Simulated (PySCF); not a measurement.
**Bond length, frequency and bond energy of InSb⁺ by level of theory**

State: ⁴Σ⁻ (quartet), unpaired electrons σ ↑, π ↑↑. Set-up: PySCF, scalar-relativistic core potentials, basis sets In def2-TZVPPD with ECP28, Sb def2-TZVPPD with ECP28. De refers to In⁺ + Sb in their high-spin ground configurations, without counterpoise correction. The functionals are run spin-unrestricted. A positive dipole points towards Sb; it is taken about the centre of mass and depends on that origin.

| Level | Re (Å) | ωe (cm⁻¹) | De (eV) | μ (D) | CPU s a point (SCF and correlation, without the integrals) |
| --- | --- | --- | --- | --- | --- |
| UHF | 3.528 | 50.5 | 0.237 | -4.78 | 1.8 |
| UHF-MP2 | 3.248 | 69.6 | 0.456 | n/a | 3.2 |
| UHF-SCS-MP2 | 3.321 | 64.1 | 0.395 | n/a | n/a |
| PBE | 3.135 | 84.0 | 0.69 | -2.50 | 1.5 |
| r²SCAN | 3.086 | 88.0 | 0.68 | -2.53 | 2 |
| TPSSh | 3.128 | 82.4 | 0.61 | -2.75 | 3 |
| r²SCANh | 3.091 | 87.1 | 0.65 | -2.62 | 3 |
| PBE0 | 3.133 | 83.0 | 0.61 | -2.78 | 3.4 |
| HSE06 | 3.122 | 84.9 | 0.64 | -2.68 | 3.8 |
| BHandHLYP | 3.208 | 75.0 | 0.493 | -3.16 | 2 |
| M06-2X | 3.322 | 70.5 | 0.52 | -3.79 | 2.9 |
| B2PLYP | 3.192 | 76.3 | 0.52 | -3.14 | 3.1 |

The bond length runs from 3.086 Å (r²SCAN) to 3.528 Å (UHF). De spans 0.24 eV (UHF, mean field) to 0.69 eV (PBE, GGA).

Correlated steps freeze 8 core orbitals. These are scalar-relativistic numbers at best; spin–orbit coupling would shift them, the dissociation energy most. For an ion De counts to the pair picked by the measured ionisation energies or electron affinities, which need not be the lowest pair at this level. B2PLYP dipoles, levels and charges come from its SCF part alone. The state is the lowest determinant that a PBE0 search found; another state may lie lower at other levels.

The whole job (state search and all levels along the bond) took about 4.2 min on 2 threads of Intel Xeon 6975P-C (shared host), peak memory 5 GiB.
